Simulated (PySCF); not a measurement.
3-ethenylsiletane (C5H10Si), SMILES C=CC1C[SiH2]C1.

Geometry: PBE-D3(BJ)/def2-SVP. The values are those of a single conformer.

These are PySCF 2.14.0 with PBE-D3(BJ)/def2-SVP values and carry that method's errors.

Frequencies are harmonic and unscaled.

Computed harmonic wavenumbers and intensities:
| mode | ν (cm⁻¹) | IR (km/mol) | moving atoms (share of kinetic energy) |
|---|---|---|---|
| 1 | 89 | 0.0 | C 65 %, H 31 % |
| 2 | 99 | 0.3 | C 45 %, H 38 %, Si 17 % |
| 3 | 278 | 0.3 | H 56 %, C 42 % |
| 4 | 297 | 1.5 | C 54 %, H 45 % |
| 5 | 357 | 2.6 | C 40 %, H 30 %, Si 30 % |
| 6 | 446 | 2.2 | H 68 %, C 28 % |
| 7 | 493 | 0.0 | H 96 % |
| 8 | 535 | 12.2 | H 43 %, C 37 %, Si 20 % |
| 9 | 626 | 0.1 | C 46 %, H 45 %, Si 10 % |
| 10 | 668 | 3.1 | H 61 %, C 39 % |
| 11 | 678 | 14.2 | C 49 %, H 36 %, Si 15 % |
| 12 | 726 | 33.8 | H 67 %, C 22 %, Si 10 % |
| 13 | 777 | 75.4 | H 74 %, C 13 %, Si 13 % |
| 14 | 835 | 10.3 | C 63 %, H 35 % |
| 15 | 848 | 27.8 | H 55 %, C 38 % |
| 16 | 894 | 37.6 | H 72 %, C 28 % |
| 17 | 919 | 104.3 | H 93 % |
| 18 | 952 | 1.8 | H 78 %, C 22 % |
| 19 | 952 | 3.1 | H 67 %, C 31 % |
| 20 | 985 | 21.8 | H 54 %, C 45 % |
| 21 | 993 | 0.0 | H 72 %, C 27 % |
| 22 | 1043 | 24.9 | H 71 %, C 28 % |
| 23 | 1074 | 0.7 | H 68 %, C 32 % |
| 24 | 1115 | 9.5 | H 52 %, C 48 % |
| 25 | 1180 | 1.6 | C 53 %, H 47 % |
| 26 | 1232 | 0.7 | H 82 %, C 18 % |
| 27 | 1255 | 4.7 | H 78 %, C 22 % |
| 28 | 1275 | 2.4 | H 78 %, C 22 % |
| 29 | 1356 | 5.3 | H 92 %, C 8 % |
| 30 | 1376 | 2.2 | H 89 %, C 11 % |
| 31 | 1389 | 4.7 | H 81 %, C 19 % |
| 32 | 1666 | 10.1 | C 89 %, H 11 % |
| 33 | 2146 | 154.7 | H 98 % |
| 34 | 2159 | 117.5 | H 96 % |
| 35 | 2972 | 5.7 | H 92 % |
| 36 | 2989 | 10.3 | H 94 % |
| 37 | 2994 | 12.5 | H 94 % |
| 38 | 3047 | 16.6 | H 92 % |
| 39 | 3067 | 4.8 | H 94 % |
| 40 | 3077 | 5.6 | H 91 %, C 9 % |
| 41 | 3078 | 10.7 | H 91 %, C 9 % |
| 42 | 3164 | 10.5 | H 89 %, C 11 % |
